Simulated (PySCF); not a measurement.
**TbCl: frontier orbitals**

r²SCAN at R = 2.425 Å; PySCF, spin-free X2C with a Gaussian nucleus, basis sets Tb x2c-SVPall, Cl x2c-SVPall. State: septet, about 8.5 electrons in the 4f shell (Mulliken), real f orbitals that mix terms. Only the outer orbitals are listed, counted within each symmetry.

| spin | orbital | occ. | ε (eV) | on Tb (%) | main shells (%) |
| --- | --- | --- | --- | --- | --- |
| α | 18σ | 1 | -4.18 | 99 | 80 Tb s, 14 Tb d |
| α | 4δ | 0 | -2.42 | 100 | 100 Tb d |
| α | 4δ | 0 | -2.29 | 100 | 100 Tb d |
| α | 10π | 0 | -1.75 | 98 | 59 Tb d, 39 Tb p |
| β | 3δ | 1 | -4.10 | 100 | 100 Tb f |
| β | 17σ | 1 | -3.48 | 100 | 50 Tb f, 47 Tb s |
| β | 18σ | 0 | -2.98 | 98 | 48 Tb f, 39 Tb s |
| β | 1φ | 0 | -2.80 | 100 | 100 Tb f |
| β | 1φ | 0 | -2.80 | 100 | 100 Tb f |

**Question.** Which are the highest filled and the lowest empty level, where do they sit, and how wide is the gap?

**Answer.** Highest filled β 17σ at -3.48 eV (in %: 50 Tb f, 47 Tb s); lowest empty β 18σ at -2.98 eV (in %: 48 Tb f, 39 Tb s); the gap at r²SCAN is 0.50 eV.

The bond order (Mayer) is 1.25 and the ⟨S²⟩ is 12.038. The charge on Tb (Mulliken, basis-dependent) is 0.30. The charge on Tb (Löwdin, basis-dependent) is -0.05 and the dipole moment (positive dipole means Tb(−)Cl(+)) is -3.19 D.

Spin–orbit coupling is left out. The state is the lowest single determinant that the PBE0 search found; with open d or f shells the true ground state can be another one.
